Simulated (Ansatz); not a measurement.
`C[N](C)[Ag]` → `[AgH]` + `C=NC` at 400 K and 1 bar (β-hydride elimination).

Gas-phase electronic energies from Ansatz, PBE0-D4/def2-TZVP geometries. CBS: MP2 limit from def2 TZ/QZ plus the TZ coupled-cluster correction, frozen cores. def2 core potentials past Kr. For Ag outer-core shells are correlated without core-valence functions, which leaves a few kJ/mol of doubt a bond.

| species | CCSD(T)/CBS energy (Eh) | H − E (kJ/mol) | S (J/(mol·K)) |
| --- | --- | --- | --- |
| `C[N](C)[Ag]` | -281.28985 | 237.5 | 349.2 |
| `[AgH]` | -147.49153 | 22.3 | 213.2 |
| `C=NC` | -133.77870 | 198.2 | 278.7 |

H − E and S are ideal-gas, rigid-rotor, harmonic terms from PBE0-D4/def2-TZVP. 1 Eh = 2625.50 kJ/mol, R = 8.31446 J/(mol·K).

Q: By hand: ΔE, ΔH, ΔS and ΔG.

A: ΔE = (-147.49153) + (-133.77870) − (-281.28985) = 0.01962 Eh = 51.5 kJ/mol. Δ(H − E) = 22.3 + 198.2 − 237.5 = -17.0, so ΔH = 34.5 kJ/mol. ΔS = 213.2 + 278.7 − 349.2 = 142.7 J/(mol·K). ΔG = 34.5 − 400 × (142.7)/1000 = -22.6 kJ/mol.

Q: By hand: the equilibrium constant, and the temperature at which ΔG would vanish if ΔH and ΔS stayed fixed.

A: log₁₀ K = −ΔG/(RT ln 10) = 3.0. ΔG = 0 at ΔH/ΔS = 242 K.

The number of gas molecules changes by +1, which sets the sign of ΔS. A doubt of 5 kJ/mol in ΔE shifts log₁₀ K by 0.7 here. These are equilibria of isolated gas molecules and say nothing of rates. Largest T1 diagnostic: 0.031 (customary marks: 0.02 for closed shells, 0.045 for open ones).
